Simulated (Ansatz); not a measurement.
`[GaH2][GaH][GeH3]`. Charge 0, multiplicity 1.

```json
{"atom": "Ga1", "x (Å)": "-0.091", "y (Å)": "0.916", "z (Å)": "2.255"}
{"atom": "Ga2", "x (Å)": "0.623", "y (Å)": "0.717", "z (Å)": "-0.088"}
{"atom": "Ge3", "x (Å)": "-0.235", "y (Å)": "-1.019", "z (Å)": "-1.603"}
{"atom": "H4", "x (Å)": "0.647", "y (Å)": "0.147", "z (Å)": "3.417"}
{"atom": "H5", "x (Å)": "-1.342", "y (Å)": "1.782", "z (Å)": "2.673"}
{"atom": "H6", "x (Å)": "1.673", "y (Å)": "1.700", "z (Å)": "-0.742"}
{"atom": "H7", "x (Å)": "-0.948", "y (Å)": "-0.384", "z (Å)": "-2.815"}
{"atom": "H8", "x (Å)": "-1.241", "y (Å)": "-1.977", "z (Å)": "-0.936"}
{"atom": "H9", "x (Å)": "0.915", "y (Å)": "-1.883", "z (Å)": "-2.160"}
```

List the harmonic frequencies (cm⁻¹, unscaled) at PBE0-D4/def2-TZVP in Ansatz. (An estimate is asked.)

Ansatz gave: 33, 51, 144, 203, 270, 278, 348, 384, 444, 519, 586, 751, 790, 879, 886, 1913, 1929, 1934, 2116, 2124, 2131.

Is this a minimum?

Yes, all 21 modes are real.

Give the ideal-gas thermochemistry at 298.15 K and 1 bar (rigid rotor, harmonic oscillator; point group Cs, symmetry number 1).

Zero-point energy 111.9 kJ/mol; H(298) − E = 136.1 kJ/mol; entropy 395.2 J/(mol·K), of which translation 176.0, rotation 121.8, vibration 97.4; G(298) − E = 18.3 kJ/mol. Modes under 100 cm⁻¹ are hindered rotations or soft bends, so the harmonic entropy is rough.
